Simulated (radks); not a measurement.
Coulomb parameter of the 4d shell of the palladium ion Pd+ in the model configuration [Kr] 4d8 5s1, as a second difference U = [E(n + 0.5) + E(n - 0.5) - 2 E(n)] / (0.5)^2 with all orbitals relaxed. "Bare": the charge of the atom changes with n. "Screened": the 5s shell takes up the change at fixed total charge, which measures U(4d,4d) + U(5s,5s) - 2 U(4d,5s). Method: scalar-relativistic Kohn-Sham, PBE, spin-unpolarised, spherical densities, finite nucleus; Fermi nuclear charge, rms radius 4.5318 fm; computed with a radial shooting solver on a logarithmic mesh with Libxc functionals.

case,configuration,E - E(n) (eV)
start,[Kr] 4d8 5s1,0.000
bare +0.5,[Kr] 4d8.5 5s1,-7.483
bare -0.5,[Kr] 4d7.5 5s1,10.567
screened +0.5,[Kr] 4d8.5 5s0.5,-2.506
screened -0.5,[Kr] 4d7.5 5s1.5,3.022

U(bare) = 12.337 eV, U(screened by 5s) = 2.064 eV, against the Slater integral F0(4d,4d) = 17.698 eV with frozen orbitals.
